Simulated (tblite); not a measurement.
Compound: C₅H₁₀O₂S.
Atom-mapped SMILES: `[CH3:1][CH2:2][C@H:3]1[CH2:4][CH2:5][S:6]1(=[O:7])=[O:8]` (hydrogens: H9, H10, H11 on C1; H12, H13 on C2; H14 on C3; H15, H16 on C4; H17, H18 on C5)

Computed with GFN2-xTB (tblite), gas phase: nudged elastic band of 9 images (0 to 8), spring 0.2 eV/Å², climbing image at the end, force threshold 0.05 eV/Å. No saddle search or frequency run followed, so the top image need not be a first-order saddle, and its height can exceed the method's true barrier by a kcal/mol or more.

The band describes a rotation about C2–C3 (chain CH2 carbon, sp3 carbon bound to sulfur), followed by the dihedral C1–C2–C3–C4, from the optimised start (-171°) to a second optimised geometry at -49°.

**Question.** How does the energy change from image to image?

**Answer.** 
```tsv
image	dihedral (°)	E (kcal/mol)	C2–C3 (Å)	C1···C4 (Å)	largest true force (eV/Å)
0	-171	0.00	1.509	3.91	0.01
1	-157	0.48	1.512	3.88	0.05
2	-144	1.71	1.516	3.84	0.05
3	-130	3.10	1.520	3.77	0.05
4	-115	4.05	1.522	3.66	0.04
5	-100	4.15	1.521	3.52	0.05
6	-84	3.42	1.518	3.37	0.05
7	-67	2.39	1.515	3.22	0.04
8	-49	1.65	1.515	3.11	0.01
```

Barriers of this band. The top is image 5 at -100°: 4.15 kcal/mol forward and 2.50 kcal/mol back; the end lies 1.65 kcal/mol above the start. The central bond is 0.012 Å longer at the top than at the start.

**Question.** What rate follows at 298 K for crossing this barrier forward?

**Answer.** Taking the electronic barrier for the free energy of activation (no zero-point or entropy terms, transmission 1), rate = (kT/h)·exp(−ΔE/kT) ≈ 6 × 10^9 s⁻¹, whose inverse is 2 × 10^-10 s. An error of 1 kcal/mol in the barrier changes this by a factor of 5, and the method and the loose band can each miss by that much or more.

**Question.** How would the two end points share their population at 298 K, from these energies alone?

**Answer.** exp(−ΔE/kT) with ΔE = 0.072 eV gives 0.061 for the higher one (end) against 1 for the lower, without vibrational, rotational or degeneracy terms.

**Question.** How long is the path, and how are the images spaced?

**Answer.** Cartesian distances between aligned neighbours (all atoms, Å): 0.76, 0.76, 0.78, 0.78, 0.76, 0.77, 0.85, 1.08; the sum is 6.55 Å, and the top lies 59 % of the way along.

What follows is the cost of the whole band run. The run took about 11 s of CPU time (one thread, shared machine).
